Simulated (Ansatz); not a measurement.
Input for Ansatz (a program for electronic structure): U-wB97X-V/def2-TZVPP on H2SeZn (SMILES [ZnH][SeH]), a point of a bond scan (R = 2.948 Å).

Ansatz 0.2 input:
```yaml
crystal:
  periodic: [false, false, false]
  atoms:
    - {symbol: Zn, position_ang: [-0.70919421, -0.50984122, -0.82879930]}
    - {symbol: H, position_ang: [-1.61369366, -1.16459831, -1.88282235]}
    - {symbol: Se, position_ang: [0.65395606, 0.50525059, 0.74073403]}
    - {symbol: H, position_ang: [0.65607146, -1.94262057, 2.38295465]}
basis:
  gaussian:
    orbitals: def2-TZVPP
hamiltonian:
  xc: {name: wB97X-V}
magnetization: {spin_polarized: true, initial_magnetization: 0}
```

Program output:

```
WARN ansatz: RAYON_NUM_THREADS=1 ignored (pool sized by the plan → 1); use --threads N
Functional definition: wB97X-V
integrals: 0.09 GiB planned
1063 factors; their error is unknown
integrals: 0.12 GiB planned
167 factors; integrals over basis functions are off by at most 3.4e-5 eV
mean field: 1.15 GiB planned
mean field evaluation 1: about -113784.1512 eV, gradient 2.4e1 eV
mean field evaluation 2: about -113782.6115 eV, gradient 3.9e1 eV
mean field evaluation 4: about -113787.2427 eV, gradient 1.6e0 eV
mean field evaluation 8: about -113787.2653 eV, gradient 4.7e-2 eV
mean field evaluation 16: about -113787.5859 eV, gradient 6.1e-4 eV
mean field evaluation 32: about -113787.1891 eV, gradient 2.1e1 eV
mean field evaluation 64: about -113788.6648 eV, gradient 1.8e-6 eV
mean field -113788.66479437 eV, -4181.6563024659 hartree, gradient 5.8e-6 eV, S^2 0.889465; 4 other end points of the search recorded, 0 dependent functions left out
reference -113788.66479339 eV, -4181.6563024298 hartree; 33, 33 occupied and 107, 107 virtual orbitals, 1063 factors
Total energy: -113788.66479339 eV, -4181.6563024298 hartree
```

The calculation finished and met its thresholds. Its determinant has ⟨S²⟩ = 0.89, a mixture of spin states.

Cost: roughly 70 core-seconds.
